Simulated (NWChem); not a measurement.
# CH5BSe; SMILES CB[SeH]

```xyz
8

B     -0.6425    -1.0207    -0.0006
H     -1.8515    -1.1457     0.0001
C      0.3228    -2.2550    -0.0002
H      0.0919    -2.9027    -0.8751
H      0.1050    -2.8879     0.8891
H      1.4065    -2.0262    -0.0093
Se     0.0806     0.7678    -0.0001
H     -1.2174     1.4907     0.0020
```
Atoms are numbered in this order, from 1.

Computed with NWChem. Pople sets run with spherical d functions. Medium grid unless said otherwise, to which SCAN and Minnesota functionals are sensitive. Coordinates come from a PBE-D3(BJ)/def2-SVP optimisation. Hybrids' shares of exact exchange are those that their runs print; pure functionals count as 0. The functionals differ in more than this share.

| row | share of exact exchange | highest occupied level (eV) |
|---|---|---|
| PBE/6-31G* | 0.00 | -6.32 |
| PW91/6-31G* | 0.00 | -6.35 |
| B3LYP/6-31G* | 0.20 | -7.16 |
| r2SCAN0/6-31G* | 0.25 | -7.62 |
| MPW1K/6-31G* | 0.43 | -8.25 |
| BHandHLYP/6-31G* | 0.50 | withheld |

### Question
Fit a straight line of the last column on the one before it, predict the withheld value, and compare with the run.

### Answer

1. Means of the 5 shown rows: x = 0.176, y = -7.140. Slope Σ(x − x̄)(y − ȳ)/Σ(x − x̄)² = -0.6013/0.1325 = -4.537; intercept -6.341.
2. The shown rows scatter about the line by 0.079 (root mean square); the largest residual is -0.14, at r2SCAN0/6-31G*.
3. At x = 0.50 (BHandHLYP/6-31G*; beyond the shown range) the line gives -8.61.
4. The run gives -8.35, +0.26 from the line, 3.3 times the scatter.
